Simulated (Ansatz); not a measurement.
ZnBr₂: single points at one geometry.

```yaml
crystal:
  periodic: [false, false, false]
  atoms:
    - {symbol: Zn, position_ang: [-0.002610, -0.001506, -0.000031]}
    - {symbol: Br, position_ang: [-0.015298, -0.019889, 2.224293]}
    - {symbol: Br, position_ang: [0.017908, 0.021395, -2.224251]}
basis:
  gaussian: {orbitals: def2-TZVP, initial_orbitals: start.molden}
hamiltonian: {xc: r2scan, dispersion: d4}
scf: {omitted_lower_state_checks: [starts]}
output: {orbitals: {seedname: orbitals}}
```

The file start.molden holds the orbitals of an earlier run on this structure, at another level or in another basis.

```sh
$ ansatz run in.yaml --threads 4 --pin off --events-out ev --progress --plain --max-ram 3916MiB
```

Output, abridged:

```
Functional definition: r2SCAN
1212 factors; their error is unknown
mean field evaluation 1: about -188514.6455 eV, gradient 1.0e1 eV
mean field evaluation 2: about -188514.6923 eV, gradient 8.7e-2 eV
mean field evaluation 4: about -188514.6350 eV, gradient 6.6e-5 eV
mean field -188514.63497678 eV, -6927.7850555877 hartree, gradient 7.2e-5 eV, S^2 0.000000; 0 other end points of the search recorded, 0 dependent functions left out
reference -188514.63498678 eV, -6927.7850559554 hartree; 50, 50 occupied and 94, 94 virtual orbitals, 1212 factors
Total energy: -188514.65106255 eV, -6927.7856467289 hartree
Checks for a lower state left out: starts
```

Hardware: 4 threads of Arm Neoverse V1 on a shared host. Wall time 2.5 s.

The first input with `hamiltonian: {xc: {name: LC-wPBE}}` (abridged; 1.6 s):

```
Functional definition: LC-wPBE
mean field -188490.17887501 eV, -6926.8863104245 hartree, gradient 1.5e-5 eV, S^2 0.000000
Total energy: -188490.17887501 eV, -6926.8863104247 hartree
Checks for a lower state left out: starts
```

As the first input, with `gaussian: {orbitals: def2-TZVPD, initial_orbitals: start.molden}`, `hamiltonian: {xc: pbe0, dispersion: d4}` (abridged; 3 s):

```
Functional definition: PBE0
mean field -188492.90466584 eV, -6926.9864813900 hartree, gradient 6.9e-6 eV, S^2 0.000000
Total energy: -188492.96967579 eV, -6926.9888704615 hartree
Checks for a lower state left out: starts
```

The first input with `gaussian: {orbitals: def2-SVP, initial_orbitals: start.molden}`, `hamiltonian: {xc: pbe, dispersion: d4}` (abridged; 0.75 s):

```
Functional definition: PBE
mean field -188463.10691859 eV, -6925.8914343762 hartree, gradient 8.1e-6 eV, S^2 0.000000
Total energy: -188463.18164947 eV, -6925.8941806854 hartree
Checks for a lower state left out: starts
```

First input, but with `hamiltonian: {xc: pbe, dispersion: d4}`, `output: {forces: true, orbitals: {seedname: orbitals}}` (abridged; 1.5 s):

```
Functional definition: PBE
mean field -188487.42160929 eV, -6926.7849827782 hartree, gradient 1.1e-5 eV, S^2 0.000000
Total energy: -188487.49633329 eV, -6926.7877288345 hartree
Atom 0 force     0.003853     0.002223     0.000049 eV/Å
Atom 1 force    -0.002866    -0.002280     0.125843 eV/Å
Atom 2 force    -0.000987     0.000056    -0.125893 eV/Å
Dipole moment:    -0.001825    -0.001053    -0.000023 e Å
Checks for a lower state left out: starts
```

As the first input, with `hamiltonian: {xc: {name: wB97X-V}}` (abridged; 5.5 s):

```
Functional definition: wB97X-V
mean field -188498.37746215 eV, -6927.1876029448 hartree, gradient 1.9e-5 eV, S^2 0.000000
Total energy: -188498.37746050 eV, -6927.1876028841 hartree
Checks for a lower state left out: starts
```

The first input with `gaussian: {orbitals: 6-31G}`, `hamiltonian: {xc: {name: B3LYP}, dispersion: d4}` (abridged; 1.2 s):

```
Functional definition: B3LYP
mean field evaluation 16: about -188489.0592 eV, gradient 7.4e-6 eV
mean field -188489.05915093 eV, -6926.8451613238 hartree, gradient 7.4e-6 eV, S^2 0.000000
Total energy: -188489.18355342 eV, -6926.8497330308 hartree
Checks for a lower state left out: starts
```

Geometry: PBE0-D4/def2-TZVP.

The 6-31G sets use Cartesian d functions. LC-ωPBE has ω = 0.4 bohr⁻¹. B3LYP takes the VWN-RPA correlation.
